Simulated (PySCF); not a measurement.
SMILES [OH][Al]([OH])[NH][GeH3] (H₆AlGeNO₂), singlet, B3LYP/def2-SVP optimised geometry.

```
11

Ge    -0.34    -2.08    -0.01
N     -1.03    -0.36     0.00
Al    -0.19     1.20     0.00
O      1.51     1.20     0.00
O     -1.00     2.70     0.00
H     -0.77    -2.86     1.26
H      1.20    -1.95    -0.06
H     -0.84    -2.86    -1.25
H     -2.05    -0.36     0.00
H      2.05     2.01    -0.01
H     -1.94     2.86     0.01
```

Density from B3LYP/def2-TZVP (PySCF 2.14.0) at that geometry.

Minimum of the electron density along straight lines between bonded atoms, close to the bond critical point (lines longer than 1.1 times the sum of covalent radii, or with two minima, are not listed):

| bond | length / Å | ρ at the minimum / e bohr⁻³ | ∇²ρ there / e bohr⁻⁵ | position (fraction from the first atom) |
|---|---|---|---|---|
| Ge1–N2 | 1.850 | 0.134 | 0.39 | 0.47 |
| N2–Al3 | 1.780 | 0.101 | 0.55 | 0.58 |
| Al3–O4 | 1.701 | 0.109 | 0.76 | 0.43 |
| Al3–O5 | 1.704 | 0.107 | 0.76 | 0.43 |
| Ge1–H6 | 1.549 | 0.131 | 0.06 | 0.59 |
| Ge1–H7 | 1.538 | 0.134 | 0.05 | 0.59 |
| Ge1–H8 | 1.549 | 0.131 | 0.06 | 0.59 |
| N2–H9 | 1.019 | 0.326 | -1.46 | 0.73 |
| O4–H10 | 0.961 | 0.355 | -2.38 | 0.80 |
| O5–H11 | 0.960 | 0.356 | -2.39 | 0.80 |
